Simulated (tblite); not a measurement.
C$_{2}$H$_{6}$Cd, singlet, geometry from GFN2-xTB (such geometries of metal compounds can be far from the true shape); GFN1-xTB in tblite 0.6.0.

tblite was given this input:
```
$ tblite run mol.xyz --method gfn1 --charge 0 --spin 0 --spin-polarized --json tblite.json --no-restart

# file mol.xyz
9

Cd    -0.00835718     0.00677890    -0.00900274
C      1.72910751     0.26199186    -1.35527105
H      2.43873465    -0.55641231    -1.22735542
H      2.25222449     1.19548024    -1.14545569
H      1.42109834     0.27822144    -2.40093621
C     -1.68891978    -0.29459000     1.39856313
H     -2.21775363    -1.22344116     1.18258930
H     -2.40816231     0.52243229     1.33762517
H     -1.32612310    -0.34607892     2.42591211
```

The log (banner, timings and long lists left out):

```
xTB calculator
 | screened Coulomb repulsion
 | Coulomb electrostatics
 |  * isotropic Klopman-Ohno-Mataga-Nishimoto electrostatics
 |  * onsite third-order electrostatics
 | DFT-D3(BJ) dispersion correction
 | Interactions (1)
 | [1] spin polarization

halogen bonding energy    0.0000000000000E+00 Eh
repulsion energy          1.0478360961746E-01 Eh
dispersion energy        -1.9752539624704E-03 Eh
interaction energy        0.0000000000000E+00 Eh
number of electrons       1.6000000000000E+01 e
integral cutoff           4.0000000000000E+01 bohr

------------------------------------------------------------
  cycle        total energy    energy error   density error
------------------------------------------------------------
      1     -8.222345842803  -8.3251542E+00   4.1775890E-01
      2     -8.237086751036  -1.4740908E-02   2.3104138E-01
      3     -8.237465536818  -3.7878578E-04   3.2235554E-02
      4     -8.238016968158  -5.5143134E-04   2.1939976E-03
      5     -8.238019689063  -2.7209052E-06   6.5442689E-04
      6     -8.238020203512  -5.1444847E-07   7.7502469E-05
      7     -8.238020209038  -5.5259530E-09   3.4292410E-05
      8     -8.238020210513  -1.4759021E-09   7.1179511E-08
------------------------------------------------------------

electronic energy        -8.3408285661685E+00 Eh
total energy             -8.2380202105135E+00 Eh

Post processing:
 | Mayer-Wiberg bond orders

[Info] JSON dump of results written to 'tblite.json'
```
